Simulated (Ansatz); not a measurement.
OSn, charge +1, doublet, geometry from GFN2-xTB (such geometries of metal compounds can be far from the true shape) (a state made from the parent by changing its charge; the spin is typed, not shown lowest) (all electrons, no relativity). Base run: B3LYP/STO-3G in Ansatz (a program for electronic structure).

Ansatz was given this input:
Ansatz 0.2 input:
```yaml
crystal:
  periodic: [false, false, false]
  atoms:
    - {symbol: Sn, position_ang: [-0.00000000, -0.00000000, -0.26509703]}
    - {symbol: O, position_ang: [0.00000000, 0.00000000, 1.65685642]}
basis:
  gaussian:
    orbitals: STO-3G
hamiltonian:
  xc: b3lyp
total_charge: 1
magnetization: {spin_polarized: true, initial_magnetization: 1}
```

Variants of this job, named by their change:

```
change                                                           ΔE vs base (mEh)
---------------------------------------------------------------  ----------------
base                                                                        0.000
point_charge = charge:-1.0 position_ang:1.1824, -2.1415, 3.8112            -116.4
lower_state_search = full                                                   0.000
point_charge = charge:0.5 position_ang:-2.6593, 2.5477, -0.7624            70.288
final_grid = 10, 20, 41                                                     0.000
nuclear_model = gaussian                                                   48.041
forces = on                                                                 0.000
lower_state_search = off                                                    0.000
point_charge = charge:1.0 position_ang:3.5891, -1.1722, 1.8933              122.5
```
